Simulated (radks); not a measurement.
Species: Tb I. Configuration: [Xe] 4f9 6s2. Method: scalar-relativistic Kohn-Sham, LDA (Slater exchange, Perdew-Wang correlation), spin-polarised, spherical densities, finite nucleus; open shells are filled with parallel spins first (spin-orbit coupling, left out, can overturn this in heavy ions); Fermi nuclear charge, rms radius 5.06 fm; computed with a radial shooting solver on a logarithmic mesh with Libxc functionals.

X-ray form factor f0, the Fourier transform of the density (f0(0) = 65):

sin(theta)/lambda (1/angstrom)  f0 (electrons)
0.05                                    63.675
0.1                                     60.697
0.15                                    57.316
0.2                                     53.873
0.25                                    50.433
0.3                                     47.109
0.4                                     41.169
0.5                                     36.274
0.6                                     32.209
0.8                                     25.834
1                                       21.339
1.25                                    17.747
1.5                                     15.421
2                                       11.832
